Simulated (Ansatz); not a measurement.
`C[SiH2]C1C=N1` → `C=C[SiH2]C=N`  (isomerisation)

Calculated with Ansatz (gas phase, PBE0-D4/def2-TZVP geometries, no zero-point term in ΔE). CCSD(T)/CBS is the MP2 limit (def2-TZVPP, def2-QZVPP) plus CCSD(T) − MP2 in def2-TZVPP, frozen cores. DFT in def2-TZVPP. One conformer a species, not always the lowest.

```json
{"species": "`C[SiH2]C1C=N1`", "PBE energy (Eh)": "-462.39778"}
{"species": "`C=C[SiH2]C=N`", "PBE energy (Eh)": "-462.41688"}
```

**Question.** Work out ΔE.

**Answer.** ΔE = (-462.41688) − (-462.39778) = -0.01910 Eh = -50.1 kJ/mol. CCSD(T)/CBS gives -63.1 kJ/mol.

Largest T1 diagnostic among the species: 0.012.

In def2-TZVPP, CCSD(T) changes the Hartree–Fock value by +25.7 kJ/mol (the triples alone add +2.8 kJ/mol) and MP2 by +42.3 kJ/mol.
